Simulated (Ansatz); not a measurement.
Geometry optimisation, UKS B3LYP-D4/6-31G in Ansatz.

Input:

```yaml
crystal:
  periodic: [false, false, false]
  atoms:
    - { symbol: Al, position_ang: [-1.838273, 1.652723, 1.161926] }
    - { symbol: "N", position_ang: [0.426234, -0.171382, -0.165789] }
    - { symbol: C, position_ang: [0.818714, -1.387816, 0.559305] }
    - { symbol: C, position_ang: [0.466577, -0.28035, -1.630794] }
    - { symbol: H, position_ang: [-2.733024, 2.045246, -0.093056] }
    - { symbol: H, position_ang: [-2.230549, 0.743208, 2.405934] }
    - { symbol: H, position_ang: [0.922347, 0.652712, 0.169908] }
    - { symbol: Cl, position_ang: [0.052877, 2.818298, 1.388099] }
    - { symbol: H, position_ang: [0.722477, -1.222436, 1.638309] }
    - { symbol: H, position_ang: [0.147983, -2.210386, 0.279676] }
    - { symbol: H, position_ang: [1.85569, -1.707405, 0.344006] }
    - { symbol: H, position_ang: [0.125345, 0.658612, -2.079898] }
    - { symbol: H, position_ang: [-0.211359, -1.079714, -1.955718] }
    - { symbol: H, position_ang: [1.474861, -0.51131, -2.022009] }
magnetization:
  spin_polarized: true
basis:
  gaussian: { orbitals: "6-31G" }
hamiltonian:
  xc: b3lyp
  dispersion: d4
relax:
  f_tol: 0.03
  max_steps: 50
```

Run as:

```bash
$ ansatz run input.yaml --threads 2 --pin off --max-ram 3072MiB --backend cpu --events-out ev --progress --plain --runs-dir out
```

Problem. Where does it end, and by what steps?

Solution. The forces met the threshold. Limits of this set-up: no polarisation functions. After 10 steps the energy has fallen by 1.232 eV; H5 moved furthest, 0.96 Å. Joined: Al1–N2 (3.20 → 2.06 Å).

```csv
step,energy less start (eV),largest force component (eV/Å),accepted
0,0.0000,0.509,yes
1,-0.2046,0.483,yes
2,-0.4688,0.579,yes
3,-0.7397,0.442,yes
4,-0.9767,0.509,yes
5,-1.1302,0.155,yes
6,-1.2020,0.242,yes
7,-1.2170,0.177,yes
8,-1.2290,0.045,yes
9,-1.2313,0.035,yes
10,-1.2318,0.013,yes
```

```xyz
14
Properties=species:S:1:pos:R:3
Al -1.260 1.077 0.764
N 0.367 0.078 -0.018
C 0.636 -1.216 0.687
C 0.273 -0.089 -1.503
H -2.188 1.368 -0.509
H -1.733 0.156 1.987
H 1.124 0.737 0.195
Cl -0.018 2.873 1.409
H 0.757 -1.026 1.754
H -0.218 -1.882 0.546
H 1.539 -1.694 0.289
H 0.140 0.890 -1.966
H -0.597 -0.706 -1.737
H 1.176 -0.567 -1.898
```

Whether the end is a true minimum wasn't checked by a vibrational analysis.

Time of the run: 31 s on 2 threads of AMD EPYC 9R14 (Zen 4), on a shared host, peak memory 0.28 GiB.
